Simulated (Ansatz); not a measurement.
```xyz
21

C    -0.498    2.303   -2.039
C    -0.394    1.212   -1.029
C    -0.121    1.494    0.310
C    -0.081    0.465    1.234
C     0.183    0.774    2.713
F    -0.845    0.372    3.456
F     1.273    0.130    3.124
F     0.366    2.077    2.931
O    -0.251   -0.755    0.993
Ti   -0.577   -1.800   -0.736
C     1.173   -2.757   -0.238
F    -0.568   -2.404   -2.398
F    -1.967   -2.606   -0.032
O    -0.576    0.032   -1.466
H    -0.309    3.284   -1.608
H    -1.497    2.282   -2.481
H     0.211    2.109   -2.847
H     0.032    2.513    0.627
H     1.241   -2.918    0.838
H     1.991   -2.107   -0.568
H     1.213   -3.701   -0.785
```

Total charge 0; spin multiplicity 1.

(1) List the CAM-B3LYP/def2-TZVPP orbital energies in eV (Ansatz). (Estimate.)

## Answers

(1) Ansatz gave: Occupied: -4871.63, -675.26, -675.14, -675.13, -673.12, -672.75, -546.02, -523.83, -523.79, -456.58, -456.57, -456.50, -286.38, -282.67, -282.65, -279.75, -279.69, -278.32, -68.94, -44.99, -44.82, -44.44, -38.90, -36.40, -36.33, -33.09, -32.76, -32.23, -31.71, -24.98, -23.65, -22.53, -20.69, -20.39, -19.11, -18.97, -18.41, -17.70, -16.84, -15.99, -15.69, -15.46, -15.40, -14.73, -14.59, -14.48, -14.19, -14.09, -13.93, -13.86, -13.73, -13.64, -13.62, -13.49, -13.30, -12.90, -12.76, -12.62, -12.38, -11.69, -10.44, -9.57, -9.51. Lowest empty: -1.80, -0.92, -0.74, -0.30, 0.21, 0.78, 1.59, 1.91.
